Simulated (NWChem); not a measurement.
System: 1,2,4-triazole (C2H3N3); SMILES c1nc[nH]n1

Parts of the log:

```
             Northwest Computational Chemistry Package (NWChem) 7.3.0
             --------------------------------------------------------

                             Geometry "geometry" -> ""
                             -------------------------

 Output coordinates in angstroms (scale by  1.889725989 to convert to a.u.)

  No.       Tag          Charge          X              Y              Z
 ---- ---------------- ---------- -------------- -------------- --------------
    1 C                    6.0000     1.06768300     0.35867600     0.00000000
    2 N                    7.0000     0.01108900     1.22580600     0.00000000
    3 C                    6.0000    -1.03562500     0.40913200     0.00000000
    4 N                    7.0000    -0.60561700    -0.88249300     0.00000000
    5 N                    7.0000     0.74359400    -0.93738200     0.00000000
    6 H                    1.0000     2.11555900     0.68566100     0.00000000
    7 H                    1.0000    -2.09583500     0.69358200     0.00000000
    8 H                    1.0000    -1.15144500    -1.74666500     0.00000000

 Effective nuclear repulsion energy (a.u.)     164.5138643348

                                 NWChem DFT Module
                                 -----------------

 Summary of "ao basis" -> "ao basis" (spherical)
 ------------------------------------------------------------------------------
       Tag                 Description            Shells   Functions and Types
 ---------------- ------------------------------  ------  ---------------------
 C                          def2-svp                 6       14   3s2p1d
 N                          def2-svp                 6       14   3s2p1d
 H                          def2-svp                 3        5   2s1p

 in cosmo_initialize ...
 calling solv_data for solv:etoac

 solvent parameters
 solvname_short: etoac
 solvname_long:  ethyl acetate
 dielec:        5.9867
 dielecinf:     1.8832
 nonaqueous SMD model solvent descriptors
 dielec:        5.9867
 sola:          0.0000
 solb:          0.4500
 solc:          0.0000
 solg:         33.6700
 solh:          0.0000
 soln:          1.3723

          ---------------
          -cosmo- solvent
          ---------------
 Cosmo: York-Karplus, doi: 10.1021/jp992097l
 dielectric constant -eps-     =   5.99
 screen = (eps-1)/(eps    )    =   0.83296
 surface charge correction     = lagrangian

   van der Waals surface
 --------------------------

 ---------- ATOMIC COORDINATES (A.U.) ------------ VDWR(ANG.) --
     1    2.01762831    0.67779936    0.00000000     1.850
     2    0.02095517    2.31643746    0.00000000     1.890
     3   -1.95704748    0.77314737    0.00000000     1.850
     4   -1.14445018   -1.66766996    0.00000000     1.890
     5    1.40518891   -1.77139513    0.00000000     1.890
     6    3.99782682    1.29571141    0.00000000     1.200
     7   -3.96055387    1.31067993    0.00000000     1.200
     8   -2.17591554   -3.30071824    0.00000000     1.200
 number of segments per atom =        128
 number of   points per atom =        128
 atom (   nspa,  nppa )
 ----------------------
    1 (     42,     0 )       0
    2 (     64,     0 )       0
    3 (     46,     0 )       0
    4 (     52,     0 )       0
    5 (     62,     0 )       0
    6 (     54,     0 )       0
    7 (     52,     0 )       0
    8 (     46,     0 )       0
 number of -cosmo- surface points =      418
 molecular surface =     97.715 angstrom**2
 molecular volume  =     78.554 angstrom**3
 -lineq- algorithm             =   0
 -bem- low  level              =   3
 -bem- from -octahedral-
 gaussian surface charge width =   4.50000
 degree of switching           =   1.00000
 switching function tolerance  =   0.00010
 atomic radii =
 --------------
    1  6.000  1.850
    2  7.000  1.890
    3  6.000  1.850
    4  7.000  1.890
    5  7.000  1.890
    6  1.000  1.200
    7  1.000  1.200
    8  1.000  1.200
 ...... end of -cosmo- initialization ......

 nat:                     8
 ixmem:                  3618
 calling mnsol_interface()
 G(SMD-CDS) energy (kcal/mol)  =    -2.628
 SMD-CDS SASA (angstrom**2)    =   112.680

[...]

                                COSMO-SMD solvation results
                                ---------------------------

             internal energy in gas <Psi(g)|H|Psi(g)> =      -242.071845279841
         internal energy in solvent <Psi(s)|H|Psi(s)> =      -242.069829160795
                               delta internal energy  =         0.002016119046 (    1.27 kcal/mol)
   total free energy in solvent <Psi(s)|H+V/2|Psi(s)> =      -242.085459251825
 polarization energy contribution <Psi(s)|V/2|Psi(s)> =        -0.015630091030 (   -9.81 kcal/mol)
    total free energy in solvent including G(SMD-CDS) =      -242.089646780671
                       G(SMD-CDS) energy contribution =        -0.004187528846 (   -2.63 kcal/mol)
     1 M fixed-concentration free energy of solvation =        -0.017801500829 (  -11.17 kcal/mol)

                       DFT Final Molecular Orbital Analysis
                       ------------------------------------

 Vector   16  Occ=2.000000D+00  E=-3.086600D-01
              MO Center= -5.9D-02,  3.3D-01,  1.1D-09, r^2= 2.0D+00
   Bfn.  Coefficient  Atom+Function         Bfn.  Coefficient  Atom+Function
  ----- ------------  ---------------      ----- ------------  ---------------
    20      0.425534  2 N  pz                48     -0.345144  4 N  pz
    23     -0.302273  2 N  pz                51      0.272691  4 N  pz
    62     -0.187886  5 N  pz                 6     -0.184468  1 C  pz
    34     -0.149285  3 C  pz                65      0.140084  5 N  pz
     9     -0.122593  1 C  pz                37     -0.101871  3 C  pz

 Vector   17  Occ=2.000000D+00  E=-2.903677D-01
              MO Center=  2.4D-01,  6.0D-01, -4.7D-10, r^2= 2.4D+00
   Bfn.  Coefficient  Atom+Function         Bfn.  Coefficient  Atom+Function
  ----- ------------  ---------------      ----- ------------  ---------------
    19      0.461351  2 N  py                22     -0.325672  2 N  py
    61      0.324181  5 N  py                64     -0.235138  5 N  py
    17     -0.202867  2 N  s                  5      0.182183  1 C  py
    16     -0.165775  2 N  s                 30      0.154020  3 C  s
    45     -0.142271  4 N  s                 44     -0.115211  4 N  s

 Vector   18  Occ=2.000000D+00  E=-2.751637D-01
              MO Center=  1.9D-01, -2.1D-01, -1.4D-09, r^2= 2.1D+00
   Bfn.  Coefficient  Atom+Function         Bfn.  Coefficient  Atom+Function
  ----- ------------  ---------------      ----- ------------  ---------------
    62     -0.362169  5 N  pz                 6      0.334446  1 C  pz
    34     -0.330444  3 C  pz                65      0.268505  5 N  pz
    48      0.239852  4 N  pz                 9      0.235767  1 C  pz
    37     -0.230099  3 C  pz                51     -0.179731  4 N  pz
    20      0.049447  2 N  pz                23     -0.035706  2 N  pz

 Vector   19  Occ=0.000000D+00  E=-1.880143D-03
              MO Center= -2.3D-01, -1.6D-01,  6.4D-10, r^2= 2.4D+00
   Bfn.  Coefficient  Atom+Function         Bfn.  Coefficient  Atom+Function
  ----- ------------  ---------------      ----- ------------  ---------------
    37      0.501288  3 C  pz                51     -0.443293  4 N  pz
    65      0.419489  5 N  pz                34      0.409523  3 C  pz
    48      0.373753  4 N  pz                62     -0.364422  5 N  pz
     9     -0.269746  1 C  pz                 6     -0.219369  1 C  pz
    23     -0.179204  2 N  pz                20      0.142348  2 N  pz

 Vector   20  Occ=0.000000D+00  E= 4.127089D-02
              MO Center=  3.6D-01,  4.8D-01,  2.4D-10, r^2= 2.3D+00
   Bfn.  Coefficient  Atom+Function         Bfn.  Coefficient  Atom+Function
  ----- ------------  ---------------      ----- ------------  ---------------
     9      0.556124  1 C  pz                23     -0.546397  2 N  pz
     6      0.425631  1 C  pz                20      0.424963  2 N  pz
    37      0.355081  3 C  pz                65     -0.320418  5 N  pz
    34      0.261118  3 C  pz                62      0.253681  5 N  pz
    51     -0.064813  4 N  pz                48      0.041266  4 N  pz

 Vector   21  Occ=0.000000D+00  E= 7.212158D-02
              MO Center= -1.3D+00, -1.5D+00, -6.1D-11, r^2= 4.0D+00
   Bfn.  Coefficient  Atom+Function         Bfn.  Coefficient  Atom+Function
  ----- ------------  ---------------      ----- ------------  ---------------
    82      1.385264  8 H  s                 45     -1.178291  4 N  s
    77      0.751488  7 H  s                 72      0.428504  6 H  s
    35      0.409512  3 C  px                50      0.309135  4 N  py
     3     -0.278802  1 C  s                 31     -0.276707  3 C  s
    36     -0.237426  3 C  py                47     -0.205839  4 N  py

     Multipole analysis of the density
     ---------------------------------

     L   x y z        total         alpha         beta         nuclear
     -   - - -        -----         -----         ----         -------
     0   0 0 0     -0.000000    -18.000000    -18.000000     36.000000

     1   1 0 0     -1.211274     -0.703987     -0.703987      0.196700
     1   0 1 0     -0.803490     -0.478225     -0.478225      0.152960
     1   0 0 1      0.000000      0.000000      0.000000      0.000000

     2   2 0 0    -16.391030    -61.596363    -61.596363    106.801696
     2   1 1 0      3.497705      0.462056      0.462056      2.573594
     2   1 0 1      0.000000      0.000000      0.000000      0.000000
     2   0 2 0    -23.188029    -61.408228    -61.408228     99.628428
     2   0 1 1     -0.000000     -0.000000     -0.000000      0.000000
     2   0 0 2    -21.957417    -10.978709    -10.978709      0.000000
```

Level: B3LYP/def2-SVP, SMD on the gas-phase geometry. Structure relaxed at the PBE-D3(BJ)/def2-SVP level. Solvent: ethyl acetate.

**Question.** Write an input that gives this output.

**Answer.** This is not unique; one that fits is the input that was run:
```
start job
memory heap 200 mb stack 900 mb global 1100 mb
geometry units angstroms noautosym nocenter noautoz
  C      1.067683     0.358676     0.000000
  N      0.011089     1.225806     0.000000
  C     -1.035625     0.409132     0.000000
  N     -0.605617    -0.882493     0.000000
  N      0.743594    -0.937382     0.000000
  H      2.115559     0.685661     0.000000
  H     -2.095835     0.693582     0.000000
  H     -1.151445    -1.746665     0.000000
end
basis spherical
  C library def2-svp
  N library def2-svp
  H library def2-svp
end
dft
  xc b3lyp
  iterations 150
end
cosmo
  do_cosmo_smd true
  solvent etoac
end
task dft energy
```
